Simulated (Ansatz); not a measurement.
Basis-set extrapolation for C2H10AlBSi, SMILES `B[SiH2][CH2][AlH][CH3]` (PBE0-D4/def2-TZVP geometry, frozen core, the Gaussian-basis code of Ansatz). Multiplicity 1, RHF reference.

|  | def2-TZVPP | def2-QZVPP |
| --- | --- | --- |
| HF | -637.116227 | -637.137382 |
| MP2 correlation | -0.666995 | -0.710385 |
| CCSD(T) correlation | -0.766554 | not run |

Energies in hartree. Use E(X) = E(∞) + A·exp(−7.88·√X) for Hartree–Fock and E(X) = E(∞) + B·X^(−2.97) for correlation, with X = 3 and 4, and add CCSD(T) minus MP2 of the smaller set to the MP2 limit.

Problem. What is the CCSD(T) energy at the basis-set limit?

Solution. HF limit: -637.137382 + (-0.021155) × 0.13774 = -637.14030. MP2 limit: -0.710385 + (-0.043390) × 0.74074 = -0.74253. Higher-order term: -0.766554 − (-0.666995) = -0.09956. Total: -637.98239 hartree, 261.5 kJ/mol below CCSD(T)/def2-TZVPP.
